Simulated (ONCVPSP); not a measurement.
# boron: one change to an ONCV potential, before and after

ONCVPSP 4.0.1 input, shortened (lines: element, Z, core and valence counts, functional; n l f; lmax; l rc ep ncon nbas qcut; lloc lpopt rc5 dvloc0; l nproj debl; icmod fcfact rcfact), Wu-Cohen, scalar-relativistic:

```
  B 5.00    1    1  -118130      upf
    1    0    2.00
    2    0    1.50
    1
    0    1.50    0.00    4    7    4.60
    1    1.60    0.17    3    6    4.10
    4    5    1.35    0.00
    0    2    3.60
    1    2    0.30
    0    0.00    0.00
```

In the p channel the program set the typed energies aside and used 0.050, 0.350 Ha.

All-electron outer shells of the reference configuration (Wu-Cohen, scalar-relativistic, ld1.x):

| shell | level (eV) | outermost node (bohr) | outermost maximum (bohr) |
| --- | --- | --- | --- |
| 1s | -201.56 | – | 0.21 |
| 2s | -25.27 | 0.46 | 1.41 |

Change: s: qcut 5.9.

Cutoffs: the cutoffs (Ha) at which the residual kinetic energy of the hardest occupied pseudo-wave falls to 1 and 0.1 mHa per electron; they do not see the model core or the augmentation charge, which bear on the density cutoff. Errors are all-electron minus pseudo energies relative to the spin-unpolarised reference configuration.

Question: What does the change do?

Answer: The potential gets neither clearly harder nor softer (12 Ha and 45 Ha → 13 Ha and 17 Ha); of the 4 tests that both files solve, the error grows in 2 and shrinks in 0 by more than 15 % and 0.3 meV (median size 23.2 → 23.8 meV); neither file shows a bound ghost.

```tsv
quantity	base	changed
cutoff, loose	12 Ha	13 Ha
cutoff, tight	45 Ha	17 Ha
bound ghosts	none	none
GHOST(+) flags under 300 eV	none	none
error for 2s2 2p1, meV [ΔE -19.31 eV]	+75	+73
error for 2s2, meV [ΔE -11.16 eV]	+3.6	+4.3
error for 2s1, meV [ΔE 14.14 eV]	+5.8	+7.0
error for 2s2 2p0.5, meV [ΔE -16.45 eV]	+41	+41
s: phases at 1.52 bohr within 0.05 rad from the reference energy up to (Ha; the scan ends near 5)	4.6	4.7
p: phases at 1.63 bohr within 0.05 rad from the reference energy up to (Ha; the scan ends near 5)	2.3	2.3
```

Base: The cutoffs count occupied waves only; projector 1 of the p channel, the hardest unoccupied one, needs 36 Ha at the loose tolerance. Changed file: The cutoffs count occupied waves only; projector 1 of the p channel, the hardest unoccupied one, needs 36 Ha at the loose tolerance.
